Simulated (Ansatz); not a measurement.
Cost and result up the ladder for Al₁₀Sb₉Cl₃ (22 atoms). The state is a singlet with charge 0. Geometry: PBE-D4/def2-SVP.

Cartesian coordinates in Å:
```
Al 2.0696 -2.9020 2.3987
Al -0.3784 -2.3579 -1.7342
Al 1.1908 -1.2783 4.1025
Al 0.3868 -0.7701 0.9439
Al -2.5106 1.1022 1.6563
Al 1.5114 1.7214 1.4213
Al -1.9482 2.4019 -1.5764
Al 2.7980 -0.2527 -0.4632
Al 0.3655 1.0732 -1.0516
Al -1.8254 0.5075 -3.3088
Sb 3.7520 -0.9935 3.3233
Sb 1.9037 -2.7806 -0.2225
Sb 0.2683 -1.0632 -3.9867
Sb 4.1287 1.1539 1.3870
Sb -0.2474 0.7202 3.1755
Sb -1.9755 -0.4829 -0.4905
Sb -2.5542 3.6119 0.7298
Sb 0.2517 3.6328 -0.0862
Sb 2.2301 0.7749 -2.8887
Cl -1.4839 -4.1875 -1.8296
Cl -4.2419 0.4142 2.7141
Cl -3.6910 -0.0455 -4.2144
```

Ansatz on 2 threads of AMD EPYC 7R13 on a shared host and a share (18 GiB) of an NVIDIA H100 80GB HBM3. Times are rough, and most runs start from the orbitals of an earlier one. No level here is sound enough to serve as a yardstick. Binding counts from free atoms at the same level (Al doublet, Sb quartet, Cl doublet; other spins of the atoms weren't run), without zero-point energy or a counterpoise term.

In the def2 sets Sb takes a core potential; there is no spin–orbit coupling. LC-ωPBE has ω = 0.4 bohr⁻¹. B3LYP takes the VWN-RPA correlation. Correlated methods freeze 101 core orbitals; core or outer-core shells of Sb are correlated, in sets that lack core-valence functions. The rows differ in basis, and correlated rows in double-zeta sets carry the largest basis error. Single mean-field runs in def2-SVP, def2-mTZVP are fitted with def2-universal-jkfit.

Run but left out: HF/STO-3G (restricted singlet, unstable in another Hartree–Fock run and untested here).

Correlated methods converge slowly with the basis, most of all in double-zeta sets.

```
                          level  functions  wall time  binding energy per atom (eV)                        remarks
               PBE0-D4/def2-SVP        468      7.5 s                          2.96  restricted SCF unstable in HF
           r2SCAN-D4/def2-mTZVP        610        8 s                          2.87  restricted SCF unstable in HF
  PBE-D4/def2-SVP (with forces)        468        8 s                          3.06  restricted SCF unstable in HF
            r2SCAN0-D4/def2-SVP        468      8.5 s                          2.85  restricted SCF unstable in HF
             r2SCAN-D4/def2-SVP        468        9 s                          2.93  restricted SCF unstable in HF
               LC-ωPBE/def2-SVP        468        9 s                          2.70  restricted SCF unstable in HF
B3LYP-D4/def2-SVP (with forces)        468       11 s                          2.81  restricted SCF unstable in HF
                   MP2/def2-SVP        468       12 s                          2.66        restricted SCF unstable
               RPA@PBE/def2-SVP        468       12 s                          2.35  restricted SCF unstable in HF
```
